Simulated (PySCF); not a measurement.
Species: FH5P2Si2.
Geometry (GFN2-xTB, Å), atoms numbered from 1 in this order:
```xyz
10
FH5P2Si2 angstrom
F     -0.6084   -2.5511   -0.6545
Si    -0.1689   -1.4011    0.3893
P     -1.6302    0.3330    0.4118
Si     0.1841    1.4826   -0.3336
P      1.6132   -0.2878   -0.4374
H     -0.0423   -2.1046    1.6541
H     -2.1302    0.0625   -0.8496
H      0.0204    2.0674   -1.6633
H      0.5737    2.4813    0.6611
H      2.1974   -0.0776    0.7995
```

The calculation used TDDFT PBE0/def2-SVPD, vertical, gas phase, core orbitals frozen in the response (PySCF 2.14.0, density-fitted response routines).

Ground-to-excited transition dipoles (e·a0, same axes as the geometry; the sign carries no meaning), for the states with f of 0.002 or more among the lowest 6:

```tsv
state	E (eV)	μx	μy	μz
S3	5.166	-0.050	-0.005	0.183
S4	5.488	-0.025	0.098	0.146
S6	6.217	-0.290	0.109	0.150
```

Q: Work out the oscillator strengths.

A: f = (2/3) ΔE |μ|² with ΔE in hartree (27.2114 eV).

```csv
state,|μ|² (au),|μ| (D),f
S3,0.036,0.48,0.005
S4,0.031,0.45,0.004
S6,0.118,0.87,0.018
```

Q: How is the summed strength of these states shared among x, y and z?

A: (2/3) Σ ΔE μα² gives 0.013 for x, 0.003 for y and 0.011 for z, 0.027 in all.

Q: What peak molar absorption coefficient would the strongest computed level give as a lone Gaussian band 0.5 eV wide at half height?

A: ε(max) = 2.175×10⁸ f / FWHM, with the width in cm⁻¹. S6: 2.175×10⁸ × 0.0181 / 4033 ≈ 970 L mol⁻¹ cm⁻¹.
